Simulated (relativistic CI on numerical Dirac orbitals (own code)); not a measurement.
# Sensitivity of the levels of Xe³⁸⁺ to α and to the nuclear radius

These numbers are calculated, not measured: Dirac-Coulomb-Breit CI, separate exchange-only KLI orbitals for each configuration, derivatives by finite differences, unscaled Slater integrals, QED left out (own radial code, finite nucleus).

CI space (outside the closed core [Ne]): 3s²3p⁴, 3s3p⁵, 3s²3p³3d, 3p⁶, 3s3p⁴3d, 3p⁵3d, 3p⁴3d², 3p³3d³. Double excitations out of closed p, d and f shells are left out; levels of such configurations are missing from the list, as are those of other unlisted configurations, and high levels can miss mixing partners.

With x = (α/α₀)² − 1 an excitation energy changes as ω = ω₀ + qx; K = 2q/ω₀ is the relative enhancement. Terms are leading LS components, so labels can repeat. The field-shift factor is F = δν/δ⟨r²⟩ for the transition from the lowest level.

Lowest level 3s²3p⁴ ³P2.

| Level | ω₀ (cm⁻¹) | q (cm⁻¹) | K | F (GHz/fm²) |
| --- | --- | --- | --- | --- |
| 3s²3p⁴ ¹S0 | 116089 | 11490 | 0.198 | -1.84 |
| 3s²3p⁴ ³P1 | 610320 | 699500 | 2.29 | -25.7 |
| 3s²3p⁴ ¹D2 | 669183 | 695800 | 2.08 | -25.6 |
| 3s²3p³3d ³F°2 | 1258952 | 54500 | 0.0866 | -9.87 |
| 3s²3p³3d ⁵D°1 | 1287256 | 94560 | 0.147 | -44.4 |
| 3s²3p³3d ³F°3 | 1300796 | 59380 | 0.0913 | 6.8 |
| 3s²3p³3d ³P°0 | 1303229 | 59130 | 0.0908 | 5.71 |
| 3s²3p⁴ ³P0 | 1327977 | 1.392e+06 | 2.1 | -59.2 |
| 3s3p⁵ ³P°2 | 1393006 | 384000 | 0.551 | -268 |
| 3s²3p³3d ³F°4 | 1424930 | 192000 | 0.27 | 7.81 |
| 3s²3p³3d ³D°3 | 1566066 | 219500 | 0.28 | 5.96 |
| 3s²3p³3d ³P°1 | 1590559 | 377400 | 0.475 | -179 |
| 3s3p⁵ ³P°2 | 1608557 | 620100 | 0.771 | -466 |

At this charge energies of transitions that change n are usually good to better than 1 %, and those within a shell (Δn = 0) to a few per cent.
